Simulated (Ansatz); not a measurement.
## Abstraction of F: C4H9FO + C2H3Si → C4H9O + C2H3FSi

Species: C4H9FO `CCOCCF`, singlet; C2H3Si `C#C[SiH2]`, doublet; C4H9O `[CH2]COCC`, doublet; C2H3FSi `C#C[SiH2]F`, singlet. A radical takes F: the energy is the difference in strength between the C–F bond broken and the Si–F bond made.

Shapes, held fixed at every level: PBE0-D4/def2-TZVP. Flexible molecules stand in one conformer, not always the lowest. Programs: Ansatz 0.2.0. Electronic energies: no zero-point or thermal term.

Question: Estimate ΔE of this reaction.

Answer: The highest level, CCSD(T)/CBS estimate, gives ΔE = -153.6 kJ/mol; the levels span -153.6 to -133.5. The column of differences is taken from that level and isn't an error. No measured value is set beside it here. Spin contamination: C2H3Si (⟨S²⟩ up to 0.85). Open shells run unrestricted. The CBS estimate extrapolates MP2 from def2-TZVPP and def2-QZVPP and adds CCSD(T) − MP2 in the triple-zeta set, cores frozen. CCSD(T)/CBS estimate lies outside the range of all other levels here, so it shouldn't be taken on trust.

```csv
level,kind,ΔE (kJ/mol),less CCSD(T)/CBS estimate
B3LYP-D4/def2-TZVPP,global hybrid,-144.6,+9.0
PBE0-D4/def2-TZVPP,global hybrid,-133.5,+20.1
wB97M-V/def2-TZVPP,range-separated hybrid,-148.2,+5.4
wB97X-V/def2-TZVPP,range-separated hybrid,-143.8,+9.8
B2PLYP/def2-TZVPP,double hybrid,-148.4,+5.2
CCSD(T)/def2-TZVPP,coupled cluster or CI,-148.1,+5.5
CCSD(T)/CBS estimate,coupled cluster or CI,-153.6,0.0
```
